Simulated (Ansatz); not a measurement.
C$_{2}$H$_{6}$F$_{3}$HfN (`C[N](C)[Hf]([F])([F])[F]`). Charge 0, multiplicity 1. Hf takes the def2 core potential.

```xyz
13

C    -1.209   -0.901    0.311
N    -0.010   -0.115    0.118
C     1.150   -0.686    0.766
Hf    0.052    1.544   -1.013
F     1.481    2.633   -0.360
F    -1.676    2.359   -0.936
F     0.424    1.037   -2.824
H    -2.069   -0.434   -0.178
H    -1.452   -0.998    1.378
H    -1.098   -1.913   -0.101
H     0.996   -0.775    1.850
H     1.376   -1.688    0.376
H     2.034   -0.061    0.613
```

(1) List the harmonic frequencies (cm⁻¹, unscaled) at PBE0-D4/def2-TZVP in Ansatz. (An estimate is asked.)

Answers

(1) Computed: 18i, 91, 103, 152, 160, 160, 172, 209, 235, 283, 299, 551, 627, 633, 641, 997, 1091, 1102, 1158, 1204, 1300, 1443, 1466, 1470, 1476, 1496, 1515, 2991, 2994, 3039, 3047, 3095, 3097.
